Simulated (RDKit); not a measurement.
RDKit input (UFF):

```python
from rdkit import Chem
from rdkit.Chem import AllChem, rdDetermineBonds

mol = Chem.MolFromXYZFile('mol.xyz')
rdDetermineBonds.DetermineBonds(mol, charge=0)
print('SMILES', Chem.MolToSmiles(Chem.RemoveHs(mol)))
ff = AllChem.UFFGetMoleculeForceField(mol)
e0 = ff.CalcEnergy()
flag = ff.Minimize(maxIts=5000, forceTol=1e-5)
print(f'energy {e0:.4f} -> {ff.CalcEnergy():.4f} kcal/mol, converged: {flag == 0}')
print(Chem.MolToXYZBlock(mol))
```
mol.xyz:
```
11

C      1.11772400    -1.07518800     0.00034100
B      0.03322900     0.06193400    -0.02269900
C     -1.46533500    -0.20332100     0.39471800
O      0.44573400     1.30095600    -0.42675800
H      0.74291100    -2.00380600    -0.43912600
H      2.04143500    -0.79257800    -0.50609000
H      1.36858800    -1.31852800     1.03946300
H     -1.52808400    -0.79355700     1.31291100
H     -2.06396700     0.70166000     0.53180500
H     -1.95604800    -0.80473200    -0.37907000
H     -0.25118900     1.96528400    -0.40268500
```

Output:

```
SMILES CB(C)O
energy 18.9839 -> -0.6053 kcal/mol, converged: True
11

C      1.102618   -0.808887    0.584000
B     -0.034075    0.036336   -0.135571
C     -1.521041   -0.520132   -0.194990
O      0.290350    1.320918   -0.752076
H      1.202619   -1.795478    0.086271
H      2.069937   -0.268579    0.523272
H      0.833964   -0.959347    1.649956
H     -1.906754   -0.657709    0.836210
H     -2.171187    0.198192   -0.735959
H     -1.531564   -1.494559   -0.725535
H      0.150130    1.987369   -0.032769
```

The geometry given is a B3LYP-D3(BJ)/def2-TZVP minimum.
